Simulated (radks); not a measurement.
Isoelectronic series with 6 electrons, each ion in its NIST ground configuration. Calculated with a radial shooting solver on a logarithmic mesh with Libxc functionals: Dirac Kohn-Sham, PBE, spin-unpolarised, spherical densities, finite nucleus; open shells are shared between the two j in proportion to 2j + 1; Fermi nuclear charge, rms radius of each element as measured or else 0.836 A^(1/3) + 0.57 fm. Total energies (hartree) and orbital eigenvalues (hartree) (* marks an orbital that is empty in some or all of the ions):

ion,configuration,E (hartree),3s1/2*,2p3/2,2p1/2,2s1/2,1s1/2
Kr30+,[He] 2s2 2p2,-1859.93839,-55.97212,-127.0185,-129.3363,-133.4360,-597.6447
Mo36+,[He] 2s2 2p2,-2570.13260,-79.88802,-179.6854,-184.1991,-189.1436,-830.3957
Rh39+,[He] 2s2 2p2,-2971.46037,-93.53971,-209.4752,-215.5588,-220.9441,-962.1851
Cd42+,[He] 2s2 2p2,-3404.50915,-108.3524,-241.5826,-249.6293,-255.4693,-1104.554
Sb45+,[He] 2s2 2p2,-3870.05480,-124.3535,-276.0188,-286.4899,-292.8001,-1257.764
Xe48+,[He] 2s2 2p2,-4368.95105,-141.5733,-312.7958,-326.2291,-333.0262,-1422.103
La51+,[He] 2s2 2p2,-4902.1574,-160.0458,-351.9265,-368.9457,-376.2482,-1597.896
Nd54+,[He] 2s2 2p2,-5470.7327,-179.8083,-393.4250,-414.7498,-422.5781,-1785.500
Eu57+,[He] 2s2 2p2,-6075.8167,-200.9019,-437.3060,-463.7648,-472.1384,-1985.296
Dy60+,[He] 2s2 2p2,-6718.7617,-223.3737,-483.5854,-516.1283,-525.0708,-2197.743
Tm63+,[He] 2s2 2p2,-7401.0558,-247.2757,-532.2799,-571.9948,-581.5331,-2423.347
Hf66+,[He] 2s2 2p2,-8124.2303,-272.6637,-583.4075,-631.5377,-641.6940,-2662.613
Re69+,[He] 2s2 2p2,-8890.2227,-299.6038,-636.9870,-694.9526,-705.7567,-2916.205
Pt72+,[He] 2s2 2p2,-9700.9959,-328.1665,-693.0384,-762.4604,-773.9373,-3184.773
